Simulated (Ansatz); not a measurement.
Consider the formal exchange of groups at a C–I bond: `FC(I)[SiH2]Cl` + `C=O` → `O=CC(F)[SiH2]Cl` + HI.

Program: Ansatz. Geometries: PBE0-D4/def2-TZVP. ΔE: electronic, gas phase. CBS: MP2 limit from def2 TZ/QZ plus the TZ coupled-cluster correction, frozen cores. This one scheme is used for every species. DFT in def2-TZVPP. B3LYP here is the variant with VWN-RPA as its local correlation; programs differ in this. Elements past krypton have def2 core potentials. For I outer-core shells are correlated without core-valence functions, which leaves a few kJ/mol of doubt a bond. One conformer a species, not always the lowest.

`FC(I)[SiH2]Cl`:

```xyz
8

F     1.417   -1.349    0.336
C     0.567   -0.620   -0.453
I    -0.875   -1.924   -1.372
Si   -0.325    0.682    0.598
Cl   -1.341    1.925   -0.668
H     1.133   -0.206   -1.290
H    -1.265    0.014    1.522
H     0.690    1.478    1.326
```

`C=O`:

Cartesian coordinates in Å:
```
C 0.001 -0.003 0.004
O -0.134 0.720 -0.939
H 0.947 -0.546 0.197
H -0.814 -0.170 0.738
```

`O=CC(F)[SiH2]Cl`:

```xyz
10

O    -0.376    0.411   -2.188
C     0.522    0.032   -1.487
C     0.629    0.382   -0.032
F     1.799   -0.137    0.493
Si   -0.883   -0.295    0.922
Cl   -0.644    0.179    2.897
H     1.333   -0.630   -1.857
H     0.647    1.474    0.069
H    -2.104    0.351    0.400
H    -0.924   -1.767    0.783
```

HI:

Cartesian coordinates in Å:
```
I 0.788 -0.142 -0.082
H -0.788 0.142 0.082
```

```csv
level,ΔE (kcal/mol),difference from CCSD(T)/CBS
LDA (SPW92),-12.9,-4.9
PBE-D4,-9.2,-1.2
B3LYP-D4,-9.4,-1.4
BHLYP-D4,-10.5,-2.5
revPBE,-9.0,-1.0
RPA@PBE/def2-TZVPP,-8.6,-0.6
MP2/def2-SVP,-13.1,-5.1
CCSD(T)/def2-SVP,-13.7,-5.7
CCSD(T)/def2-TZVPP,-9.8,-1.8
CCSD/CBS(def2),-8.9,-0.9
CCSD(T)/CBS,-8.0,0
```

Largest T1 diagnostic among the species: 0.015.

From BLYP to BHLYP (50 % exact exchange), in def2-TZVPP and without D4, ΔE moves by −3.0 kcal/mol. At CCSD(T), def2-SVP lies −5.7 kcal/mol from the extrapolated value and def2-TZVPP −1.8 kcal/mol. The D4 term adds +1.2 kcal/mol with B3LYP and +0.6 kcal/mol with PBE0; it sums over pairs of atoms, weighted by their polarisabilities, and B3LYP, whose exchange is more repulsive, gets the larger term.
